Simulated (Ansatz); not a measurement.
Species: C4H6, charge 0, singlet. C4H6 (buta-1,2-diene, SMILES C=C=CC).
B3LYP-D3(BJ)/def2-TZVP minimum from Ansatz (a first-principles code):
```xyz
10

C      1.9066     0.3489    -0.1390
C      0.6909    -0.1159    -0.1289
C     -0.5275    -0.5733    -0.1159
C     -1.7383     0.2169     0.3000
H      2.5512     0.2669     0.7294
H      2.3203     0.8326    -1.0172
H     -0.6922    -1.6021    -0.4273
H     -2.4617     0.2753    -0.5175
H     -2.2422    -0.2626     1.1433
H     -1.4658     1.2301     0.5921
```
Charge 0, spin multiplicity 1.

Quantity: atomisation energy (electronic, to ground-state atoms), in kcal/mol. UHF or UKS for unpaired electrons; spin-orbit terms are left out. CBS(X,Y): correlation extrapolated as X^-3, Hartree-Fock from the larger set. A bracket is a step between two methods taken in the basis named. Functionals run without relativity, which enters their misses. Double hybrids freeze cores in their MP2 part. 'core' is core correlation in cc-pwCVTZ, 'X2C' scalar relativity in cc-pVTZ-DK, both at CCSD(T). For partners of very few electrons the exact lower level stands in for a higher one.

CCSD(T)/CBS(cc-pVTZ,cc-pVQZ) + [CCSDT(Q) - CCSD(T)]/cc-pVDZ + core + X2C (Ansatz) gives 1001.3 kcal/mol.

What does PBE/def2-TZVPD (Ansatz) give here, and how do the other levels compare?

PBE gives 1023.8 kcal/mol, 22.5 kcal/mol above it. Differences of the others: r2SCAN/def2-TZVPD (Ansatz) 1.2; B3LYP/def2-TZVPD (Ansatz) -3.8; B2PLYP/def2-TZVPD (Ansatz) -11.2; CCSD(T)/CBS(cc-pVTZ,cc-pVQZ) + core + X2C (Ansatz) -0.7 kcal/mol. Nearer than PBE: r2SCAN/def2-TZVPD, B3LYP/def2-TZVPD, B2PLYP/def2-TZVPD, CCSD(T)/CBS(cc-pVTZ,cc-pVQZ) + core + X2C.
